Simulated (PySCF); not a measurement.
Correlation energy of Te- (tellurium, charge -1)

[Kr] 4d10 5s2 5p5, 2P determinant. Computed with PySCF 2.14 in aug-cc-pwCVDZ-PP with ECP28MDF (6s5p4d1f, 48 functions), with scalar relativity through the core potential. Frozen: 4s2 4p6 4d10; 7 electrons correlated.

```json
{"level": "CCSD", "correlation energy (mhartree)": "-106.44"}
{"level": "(T)", "correlation energy (mhartree)": "-3.08"}
{"level": "CCSD(T)", "correlation energy (mhartree)": "-109.52"}
```

Diagnostics: T1 = 0.012, D1 = 0.0250, largest double amplitude 0.036.

Task: Is a single reference adequate?

Result: Yes, within this model without spin-orbit coupling: T1 lies below 0.03 and no double amplitude reaches 0.07.
